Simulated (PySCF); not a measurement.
RuOI: from structure and modes to constants

These are results of PySCF, UPBE0, basis Ru def2-SVP with ECP28, O def2-SVP, I def2-SVP with ECP28 (scalar-relativistic core potentials, no spin–orbit coupling, density fitting), not measurements.

The quartet minimum has Cs symmetry. Masses (u): Ru 101.90435, O 15.99492, I 126.90447.

```xyz
3
charge 0 multiplicity 4, angstrom
Ru    0.5257    0.0000   -1.1625
O    -0.5557    0.0000   -2.4336
I    -0.3526    0.0000    1.2418
```

Harmonic wavenumbers (cm⁻¹): 124.4 (a', ×1), 235.5 (a', ×1), 986.6 (a', ×1).

**Question.** Find the vibrational entropy and heat capacity at 298.15 K.

**Answer.** With u = 1.43878 ω/T, each mode gives S = R[u/(eᵘ−1) − ln(1−e⁻ᵘ)] and C = R u² eᵘ/(eᵘ−1)².
| ω (cm⁻¹) | u | S (J/(mol K)) | C (J/(mol K)) |
| --- | --- | --- | --- |
| 124.4 | 0.600 | 12.68 | 8.07 |
| 235.5 | 1.137 | 7.68 | 7.47 |
| 986.6 | 4.761 | 0.41 | 1.64 |
The sums over all modes are S = 20.8 and C = 17.2 J/(mol K); the softest mode gives 61 % of the entropy.

**Question.** Give the standard entropy (298.15 K, 1 bar) by its translational, rotational, vibrational and spin parts, and Cp.

**Answer.** Sackur–Tetrode with M = 244.80 u gives 177.5; rotation with symmetry number 1 gives 113.1; vibration 20.8; spin R ln 4 = 11.5. The total is 322.9 J/(mol K), and Cp = 4 R + 17.2 = 50.4 J/(mol K).

Only a few start shapes were tried, so a lower isomer may exist. Open d and f shells are described by one determinant, and the ground state may have another occupation or spin. Spin–orbit coupling, left out here, can matter for elements this heavy.
